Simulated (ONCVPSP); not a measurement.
**silver (Ag): ONCV pseudisation with PBEsol, scalar-relativistic reference atom.**

Ag (Z = 47), optimised norm-conserving Vanderbilt (ONCV), made with ONCVPSP 4.0.1 (PBEsol, scalar-relativistic). Core [Ar] 3d10, reference 4s2 4p6 4d8 (charge +3). Waves: 4s: rc 1.30 bohr, ncon 3, nbas 8, qcut 10.2 1/bohr, 2 projectors, debl 1.9 Ha; 4p: rc 1.35 bohr, ncon 4, nbas 8, qcut 12.8 1/bohr, 3 projectors, debl 1.3 Ha; 4d: rc 1.54 bohr, ncon 3, nbas 7, qcut 9.7 1/bohr, 2 projectors, debl 0.6 Ha. Local part: polynomial inside 0.90 bohr (lpopt 5, dvloc0 0 Ha). Core correction: none.

In the s channel the program set the typed energies aside and used -4.909, 0.250 Ha. In the p channel the program set the typed energies aside and used -3.556, 0.250, 1.550 Ha. In the d channel the program set the typed energies aside and used -1.607, 0.250 Ha.

All-electron outer shells of the reference configuration (PBEsol, scalar-relativistic, ld1.x):

```tsv
shell	level (eV)	outermost node (bohr)	outermost maximum (bohr)
4s	-133.59	0.44	0.82
4p	-96.76	0.44	0.87
4d	-43.72	0.43	1.01
```

Problem. Estimate the cutoffs (Ha) at which the residual kinetic energy of the hardest occupied pseudo-wave falls to 1 and 0.1 mHa per electron.

Solution. 45 Ha and 54 Ha.

Problem. What does a ghost test show?

Solution. No bound ghost flagged; GHOST(+) flagged for s at 152.8 eV.

Problem. Which valence shell sets the plane-wave cutoff?

Solution. 4p: 45 Ha for 1 mHa per electron, against 36 Ha for 4s.

Problem. Tests: 4s2 4p6 4d10 5s1; 4s2 4p6 4d10; 4s2 4p6 4d9; 4s1 4p6 4d10 5s1. Which has the largest error in its energy relative to the reference configuration, and how large is it?

Solution. 4s1 4p6 4d10 5s1, with -76 meV (all-electron minus pseudo) on +35.93 eV.
